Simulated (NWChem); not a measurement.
Species: SiHCl, singlet; SMILES [SiH]Cl

Results from NWChem. Low-valent species are run as closed-shell singlets; no triplet was tried in these runs. All runs use the structure optimised with PBE0/def2-SVP. Level: PBE0/def2-SVP with SMD (1 M gas to 1 M solution), gas-phase geometry. Reactions with the solvent are ignored.

Question: Estimate the computed values for solvent water. Quantities: solvation free energy (kcal/mol); cavity-dispersion-structure term (kcal/mol); dipole in solution (D).

Answer: 
```yaml
solvation free energy (kcal/mol): -0.7
cavity-dispersion-structure term (kcal/mol): 0.9
dipole in solution (D): 1.32
```
